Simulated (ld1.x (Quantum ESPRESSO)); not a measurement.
Results of a calculation; reference values are marked as such.
**Pseudopotentials across the periodic table**

Generated with ld1.x 7.5 (TM, RRKJ, ultrasoft, PAW), atompaw 4.2 or ONCVPSP 4.0.1. The cutoff is in Ry: for ld1.x and atompaw files where the sum of valence levels is converged to 10 mRy in a Bessel basis, for ONCV files where the hardest occupied wave has 1 mHa per electron of residual kinetic energy. The error is the largest all-electron minus pseudo excitation energy over each file’s own four to seven test configurations (ionisations up to +4, promotions, holes and added fractions of an electron), all of which were solved. The labels leave out finer settings (local radius, basis sizes, second energies), which also bear on the numbers. Spin-polarised tests are not counted. The rows are a selection from randomly drawn settings: files with unsolved tests, undetermined cutoffs or missed reference levels are left out.

A true bound ghost makes a file unfit for plane-wave use even where its test errors are small: the radial tests pick states by their node count and pass the ghost by.

| element | potential | cutoff (Ry) | largest error (meV) | bound ghosts |
| --- | --- | --- | --- | --- |
| Cr | TM, PBE, scalar-relativistic, rc 1.00/0.95/1.70 (spd), local s, core correction no, reference 3s2 3p6 3d6 4s0 4p0 | 140 | +97 | none |
| Zn | RRKJ, PBE, scalar-relativistic, rc 2.20/0.85/1.05 (spd), local s, core correction yes, reference 3p6 3d10 4s2 4p0 | 200 | -1278 | none |
| Br | TM semilocal, LDA (PZ), scalar-relativistic, rc 1.30/1.55/1.55 (spd), local s, core correction yes, reference 4s2 4p3 | 50 | -23 | none |
| Pd | TM, PBE, scalar-relativistic, rc 1.35/1.50/1.95 (spd), local smoothed, core correction no, reference 4s2 4p6 4d7 5s0 5p0 | 90 | -68 | none |
| Pb | TM, LDA (PZ), scalar-relativistic, rc 1.50/2.65/1.65 (spd), local s, core correction yes, reference 5d10 6s2 6p1 | 80 | -14 | none |

(1) Fill in the row for Cl: ultrasoft, PBEsol, scalar-relativistic, rc 1.10/1.00 (sp), local smoothed, core correction yes, reference 3s2 3p4.75.

(2) Fill in the row for Li: PAW, PBE, scalar-relativistic, rc 1.00/4.75/3.50 (spd), local smoothed, core correction no, reference 1s2 2s0.75 2p0.25.

Answers

(1) cutoff 55 Ry, largest error -96 meV, bound ghosts: s, p.

(2) cutoff 50 Ry, largest error -144 meV, bound ghosts: none.
